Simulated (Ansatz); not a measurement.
`CC[SiH2]Br` + `C[NH][AlH][SH]` → `C[N](C)[AlH][SH]` + `C[SiH2]Br`  (substitution at a C–C bond)

Computed with Ansatz on PBE0-D4/def2-TZVP structures; ΔE is electronic, products minus reactants. CBS: MP2 limit from def2 TZ/QZ plus the TZ coupled-cluster correction, frozen cores. Functionals use def2-TZVPP. For Br outer-core shells are correlated without core-valence functions, which leaves a few kJ/mol of doubt a bond. Scalar relativity is left out up to krypton. One conformer a species, not always the lowest.

`CC[SiH2]Br`:

Z-matrix (Å, degrees):
```
C
C 1 1.527
H 1 1.092 2 111.2
H 1 1.093 2 111.6 3 -119.9
H 1 1.093 2 111.6 3 119.9
Si 2 1.865 1 112.2 3 -180.0
H 2 1.095 1 110.9 3 -58.9
H 2 1.095 1 110.9 3 58.9
Br 6 2.229 2 110.1 1 -180.0
H 6 1.484 2 111.4 1 -61.1
H 6 1.484 2 111.4 1 61.1
```

`C[NH][AlH][SH]`:

```xyz
10

C     0.306   -0.783   -1.108
N    -0.275   -0.777    0.215
Al   -0.484    0.526    1.389
S     0.179    2.566    0.952
H    -0.419   -1.067   -1.881
H     1.160   -1.466   -1.185
H     0.671    0.213   -1.365
H    -0.610   -1.692    0.482
H    -1.160    0.215    2.778
H     0.630    2.263   -0.277
```

`C[N](C)[AlH][SH]`:

```xyz
13

C    -0.793   -0.319    1.047
N    -0.023   -0.166   -0.161
C    -0.240   -1.255   -1.085
Al    1.083    1.158   -0.559
S     1.445    2.828    0.810
H    -1.871   -0.355    0.836
H    -0.534   -1.247    1.576
H    -0.620    0.511    1.735
H    -1.296   -1.327   -1.383
H     0.042   -2.221   -0.644
H     0.353   -1.119   -1.993
H     1.834    1.138   -1.945
H     0.617    2.374    1.765
```

`C[SiH2]Br`:

Z-matrix (Å, degrees):
```
C
Si 1 1.858
H 1 1.092 2 110.7
H 1 1.094 2 109.9 3 119.8
H 1 1.092 2 110.7 3 -120.4
Br 2 2.229 1 109.7 3 60.1
H 2 1.483 1 111.7 3 178.6
H 2 1.483 1 111.7 3 -58.3
```

```csv
level,ΔE (kJ/mol)
r2SCANh-D4,16.3
HF/def2-QZVPP,20.9
MP2/def2-QZVPP,18.0
CCSD/CBS(def2),19.9
```

Task: What does CCSD(T)/CBS give? (An estimate is asked.)

Result: Computed: +18.5 kJ/mol. The listed levels differ from it by -2.2, 2.4, -0.5, 1.4 kJ/mol.

Largest T1 diagnostic among the species: 0.012.

In def2-TZVPP, CCSD(T) changes the Hartree–Fock value by −4.1 kJ/mol (the triples alone add −1.3 kJ/mol) and MP2 by −3.9 kJ/mol. Leaving LDA and LC-ωPBE aside and taking each functional with its dispersion term where it has one, the values, not all of them listed here, spread over 4.3 kJ/mol, from BLYP-D4 to PBE-QIDH. LDA lies −5.6 kJ/mol from PBE without D4.
